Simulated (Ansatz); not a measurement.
Geometry optimisation, RKS B3LYP-D4/def2-SVP in Ansatz.

The input (input.yaml):

```yaml
crystal:
  periodic: [false, false, false]
  atoms:
    - { symbol: O, position_ang: [-0.4592, -1.1659, 1.0039] }
    - { symbol: C, position_ang: [-0.3935, -0.4975, -0.0484] }
    - { symbol: Se, position_ang: [1.2414, 0.3637, -0.4816] }
    - { symbol: H, position_ang: [-1.1515, -0.4111, -0.7381] }
    - { symbol: H, position_ang: [0.8127, 1.6372, 0.2227] }
basis:
  gaussian: { orbitals: def2-SVP }
hamiltonian:
  xc: b3lyp
  dispersion: d4
relax:
  f_tol: 0.02
  max_steps: 40
scf:
  lower_state_search: "off"
```

Launched with:

```bash
$ ansatz run input.yaml --threads 1 --pin off --max-ram 2048MiB --backend cpu --events-out ev --progress --plain --runs-dir out
```

Question: Where does it end, and by what steps?

Answer: The run converged. After 13 steps the energy has fallen by 0.761 eV; H5 moved furthest, 0.78 Å.

```json
{"step": "0", "energy less start (eV)": "0.0000", "largest force component (eV/Å)": "5.983", "accepted": "yes"}
{"step": "1", "energy less start (eV)": "-0.3128", "largest force component (eV/Å)": "2.499", "accepted": "yes"}
{"step": "2", "energy less start (eV)": "-0.3261", "largest force component (eV/Å)": "1.760", "accepted": "yes"}
{"step": "3", "energy less start (eV)": "-0.3876", "largest force component (eV/Å)": "0.643", "accepted": "yes"}
{"step": "4", "energy less start (eV)": "-0.3926", "largest force component (eV/Å)": "0.579", "accepted": "yes"}
{"step": "5", "energy less start (eV)": "-0.3963", "largest force component (eV/Å)": "0.468", "accepted": "yes"}
{"step": "6", "energy less start (eV)": "-0.4175", "largest force component (eV/Å)": "0.210", "accepted": "yes"}
{"step": "7", "energy less start (eV)": "-0.4348", "largest force component (eV/Å)": "0.436", "accepted": "yes"}
{"step": "8", "energy less start (eV)": "-0.4561", "largest force component (eV/Å)": "0.618", "accepted": "yes"}
{"step": "9", "energy less start (eV)": "-0.6075", "largest force component (eV/Å)": "0.443", "accepted": "yes"}
{"step": "10", "energy less start (eV)": "-0.7270", "largest force component (eV/Å)": "0.337", "accepted": "yes"}
{"step": "11", "energy less start (eV)": "-0.7607", "largest force component (eV/Å)": "0.050", "accepted": "yes"}
{"step": "12", "energy less start (eV)": "-0.7611", "largest force component (eV/Å)": "0.057", "accepted": "yes"}
{"step": "13", "energy less start (eV)": "-0.7612", "largest force component (eV/Å)": "0.003", "accepted": "yes"}
```

```xyz
5
Properties=species:S:1:pos:R:3
O -0.426 -1.649 0.587
C -0.344 -0.547 0.136
Se 1.322 0.465 0.092
H -1.202 0.017 -0.304
H 0.700 1.639 -0.553
```

Time of the run: 20 s on 1 CPU thread of a shared host.
